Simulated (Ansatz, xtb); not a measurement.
AlFH6Si2: 5 structures ranked

5 gas-phase structures of AlFH6Si2, found in a search over its isomers (lower ones may exist). Each was relaxed with GFN2-xTB:

A. `[F][AlH][SiH2][SiH3]`, a singlet
B. `F[SiH2][AlH][SiH3]`, a singlet
C. `F[Si@H]([AlH2])[SiH3]`, a singlet
D. `F[SiH2][SiH2][AlH2]`, a singlet
E. `[F][Al]([SiH3])[SiH3]`, a singlet

Which do you expect lowest at r2SCAN-D4/def2-SVP, and how would the others follow?

Calculated order at r2SCAN-D4/def2-SVP: E (0.0), A (0.8), D (22.8), B (27.0), C (28.1) kcal/mol. Less than 1 kcal/mol parts E and A, so the order within that pair means little.

Energies above the lowest of each column, in kcal/mol; the last columns are at PBE0-D3(BJ)/pcseg-1 geometries and were run for some of them only (a dash: not run or not comparable):

```tsv
structure	GFN2-xTB	HF/STO-3G	r2SCAN-D4/def2-SVP	PBE0-D3(BJ)/pcseg-1	CCSD(T)/def2-SVP + ΔMP2/def2-TZVPP
E	1.5	1.5	0.0	0.0	0.2
A	0.0	0.0	0.8	0.6	0.0
D	22.4	26.1	22.8	19.8	17.6
B	25.7	31.2	27.0	–	–
C	23.5	28.4	28.1	–	–
```

CCSD(T)/def2-SVP + ΔMP2/def2-TZVPP has A and E within 1 kcal/mol of each other at the bottom, and every level picks one of them. CCSD(T)/def2-SVP + ΔMP2/def2-TZVPP orders those it was run on as A (0.0), E (0.2), D (17.6) kcal/mol. Less than 1 kcal/mol parts A and E, so the order within that pair means little. Flexible structures stand in one conformer each, not always the lowest. A keeps a small imaginary mode. Frequencies (PBE0-D3(BJ)/pcseg-1) were run for A, D, E alone. The ΔMP2 step shifts differences by up to 3.3 kcal/mol, which makes them less sure. ΔMP2 is the change of the MP2 energy from the smaller to the larger basis.

Over these structures GFN2-xTB departs from r2SCAN-D4/def2-SVP by 1.5 kcal/mol on average once a common shift is removed. A GFN2-xTB relaxation took about 0.095 s and the r2SCAN-D4/def2-SVP energy about 1.5 s on a shared host (Ansatz 0.2.0, xtb 6.7.1).
